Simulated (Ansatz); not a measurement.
Geometry optimisation, Ansatz 0.2.0, RKS PBE0-D4/def2-SVP.

The input (input.yaml):

```yaml
crystal:
  periodic: [false, false, false]
  atoms:
    - { symbol: Zr, position_ang: [0.4911, 0.4572, 0.6278] }
    - { symbol: F, position_ang: [-1.5946, 0.158, -0.8394] }
    - { symbol: "N", position_ang: [0.5026, -1.077, -0.4925] }
    - { symbol: H, position_ang: [-0.6982, -0.659, -0.9128] }
    - { symbol: Cl, position_ang: [1.0759, 2.545, -0.1083] }
    - { symbol: Cl, position_ang: [-0.532, 0.5319, 2.673] }
    - { symbol: H, position_ang: [0.7552, -1.956, -0.9478] }
basis:
  gaussian: { orbitals: def2-SVP }
hamiltonian:
  xc: pbe0
  dispersion: d4
relax:
  f_tol: 0.15
  max_steps: 25
  restrain:
    - { distance: [3, 1], at: 2.18, k: 30.0 }
    - { distance: [0, 1], at: 2.32, k: 30.0 }
    - { distance: [3, 2], at: 1.02, k: 30.0 }
```

Launched with:

```bash
$ ansatz run input.yaml --threads 2 --pin off --max-ram 3072MiB --backend cpu --events-out ev --progress --plain --runs-dir out
```

Q: Where does it end, and by what steps?

A: The forces met the threshold. The restraints hold the end off the free minimum. After 7 steps the energy has fallen by 2.567 eV (the restraints' own energy left out); Zr1 moved furthest, 0.72 Å. Joined: N3–H4 (1.34 → 1.03 Å).

| step | energy less start (eV) | largest force component (eV/Å) | accepted |
| --- | --- | --- | --- |
| 0 | 0.0000 | 2.397 | yes |
| 1 | -0.5234 | 3.626 | yes |
| 2 | -1.1451 | 4.489 | yes |
| 3 | -2.1280 | 4.254 | yes |
| 4 | -2.4749 | 3.450 | yes |
| 5 | -2.5701 | 3.319 | yes |
| 6 | -2.5632 | 3.421 | yes |
| 7 | -2.5673 | 3.223 | yes |

```xyz
7
Properties=species:S:1:pos:R:3
Zr -0.153 0.669 0.395
F -1.972 0.481 -0.808
N 0.372 -0.983 -0.495
H -0.470 -1.099 -1.073
Cl 1.411 2.348 -0.106
Cl -0.244 0.302 2.714
H 1.056 -1.718 -0.627
```

Run time: 56 s on 2 threads of Arm Neoverse N1, with other jobs on the host, peak memory 0.26 GiB.
